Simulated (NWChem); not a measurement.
System: C3H4F2O; SMILES FC1(F)COC1

NWChem input:

```
start job
memory heap 200 mb stack 900 mb global 1100 mb
geometry units angstroms noautoz
  F      0.000000     1.095574    -1.226866
  C      0.000000     0.000000    -0.422983
  F      0.000000    -1.095574    -1.226866
  C      1.048703     0.000000     0.694574
  O      0.000000     0.000000     1.692108
  C     -1.048703     0.000000     0.694574
  H      1.670577    -0.900934     0.736570
  H      1.670577     0.900934     0.736570
  H     -1.670577     0.900934     0.736570
  H     -1.670577    -0.900934     0.736570
end
basis spherical
  * library def2-svp
end
dft
  xc xpbe96 cpbe96
  iterations 150
  mulliken
end
task dft energy
```

Structure relaxed at the B3LYP/6-31G* (spherical d) level.

Q: What results follow from this input? (PBE/def2-SVP.) Quantities: energy (Ha); highest occupied level (eV); orbital gap (eV); dipole (D).

A: 
```yaml
energy (Ha): -390.88
highest occupied level (eV): -6.08
orbital gap (eV): 6.52
dipole (D): 0.13
```
